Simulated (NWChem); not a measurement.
## Basis-set dependence for C3H5

SMILES: C=[C]C
```xyz
8

C      0.0485    -1.3600     0.0000
C      0.3791    -0.0802     0.0000
C     -0.2071     1.2633     0.0000
H      0.8020    -2.1681     0.0000
H     -1.0152    -1.6879     0.0000
H     -1.3244     1.2259     0.0000
H      0.1072     1.8457     0.8927
H      0.1072     1.8457    -0.8927
```
Charge 0, spin multiplicity 2.

All runs are NWChem calculations. Structure: optimised with UPBE/def2-SVP, a minimum by its harmonic frequencies.

Hartree-Fock energies in Ha, correlation energies in mHa.

The correlated methods keep 3 core orbitals frozen. The Pople sets run with spherical d functions. The structure started from a generated list of species. The unpaired electrons of the parent sit in orbitals of symmetry a' (Cs labels of the run); other states weren't searched. No SCF solution was tested for a lower state. Open-shell Hartree-Fock references start from PBE0 orbitals. Coupled-cluster values serve here as a point of comparison, not as the truth.

```tsv
basis	functions	UHF	CCSD on ROHF	CCSD[T] on ROHF	CCSD(T) on ROHF
cc-pVDZ	67	-116.44269	-433.0	-448.2	-447.6
6-311G**	84	-116.46123	-452.3	-470.1	-469.4
cc-pVTZ	160	-116.47381	not run	not run	not run
```
